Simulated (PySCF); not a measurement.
Species: C₆H₁₀N (doublet state).
Numbering: `[H]/[C:1]=[CH:2]/[C:3](=[CH2:4])[CH2:5][NH:6][CH3:7]` (hydrogens: H8 on C1; H9 on C2; H10, H11 on C4; H12, H13 on C5; H14 on N6; H15, H16, H17 on C7)

Structure used (GFN2-xTB), in Å, numbered top down from 1:
```xyz
17
C6H10N angstrom
C     -0.653    1.661    1.076
C     -1.555    0.727    0.912
C     -1.206   -0.543    0.287
C     -2.042   -1.573    0.193
C      0.196   -0.586   -0.273
N      1.078    0.253    0.506
C      2.343    0.570   -0.109
H     -0.699    2.631    1.527
H     -2.601    0.815    1.228
H     -3.049   -1.518    0.570
H     -1.754   -2.503   -0.268
H      0.547   -1.629   -0.339
H      0.171   -0.176   -1.290
H      1.197   -0.116    1.442
H      2.961   -0.319   -0.309
H      2.900    1.241    0.542
H      2.158    1.078   -1.056
```

The hyperfine couplings belong to this conformer and change with its torsions.

Computed, not measured: PySCF, UKS B3LYP, pcH-1 on C H N, non-relativistic, mean-field spin-orbit, GIAO. Isolated species at its GFN2-xTB geometry (one conformer only). A GFN2-xTB geometry isn't a minimum of the functional, and hyperfine couplings can be far from their values at a DFT geometry. Stability of the SCF solution: not tested.

Principal values of hyperfine tensors in MHz (contact and dipolar terms together), for some of the nuclei:

| atom | isotope | A1 | A2 | A3 |
| --- | --- | --- | --- | --- |
| H9 | 1H | 120.23 | 122.77 | 131.35 |
| N6 | 14N | 69.08 | 69.22 | 100.69 |
| H8 | 1H | 14.67 | 35.76 | 79.30 |
| H15 | 1H | 20.58 | 21.67 | 26.55 |
| H12 | 1H | 19.38 | 19.78 | 25.31 |
| C3 | 13C | 16.80 | 20.91 | 25.97 |
| C2 | 13C | -32.79 | -14.03 | -1.66 |
| H14 | 1H | -29.72 | -19.70 | 5.37 |

Give the isotropic coupling of each nucleus in MHz and in mT (g = 2.0022), and the anisotropic part.

a_iso = (A1 + A2 + A3)/3, Ti = Ai − a_iso; 1 mT corresponds to 28.023 MHz.

```tsv
atom	a_iso (MHz)	a_iso (mT)	T1	T2	T3
H9	124.78	4.453	-4.55	-2.02	6.57
N6	79.66	2.843	-10.58	-10.45	21.03
H8	43.25	1.543	-28.58	-7.48	36.06
H15	22.94	0.818	-2.35	-1.27	3.62
H12	21.49	0.767	-2.11	-1.71	3.82
C3	21.23	0.758	-4.42	-0.31	4.74
C2	-16.16	-0.577	-16.63	2.13	14.50
H14	-14.68	-0.524	-15.04	-5.02	20.05
```

What spin density at the nucleus of H15 lies behind its contact coupling (g_N = 5.58569)?

a_FC = (2μ0/3) gₑ μB g_N μN ρ(0)/(2S·h) = 800.24 MHz × g_N × ρ(0)/(2S), with ρ in bohr⁻³. With a_FC = 22.94 MHz and 2S = 1, ρ(0) = 0.005131 bohr⁻³. In magnitude that is 1.6 % of the 1/π = 0.318 of a free hydrogen atom.

C1 (13C, g_N = 1.40482) isn't in the table. Its spin density at the nucleus is 0.4168 bohr⁻³. What is its contact coupling?

By the same relation, a_FC = 468.6 MHz. Its full tensor has the principal values 394.57, 418.20, 592.97 MHz.

Which nucleus of the table has the largest anisotropic coupling, and what is its form?

H8: -28.6, -7.5, 36.1 MHz, rhombic: the two smaller values differ by 59 % of the largest.

What first-order splitting does H9 cause when the field lies along A1, A2 or A3 of its tensor (g taken as isotropic, no quadrupole term)?

2 lines (I = 1/2), spaced by |A_i|/(g × 13.996): 4.29, 4.38, 4.69 mT along the axes of A1, A2 and A3.
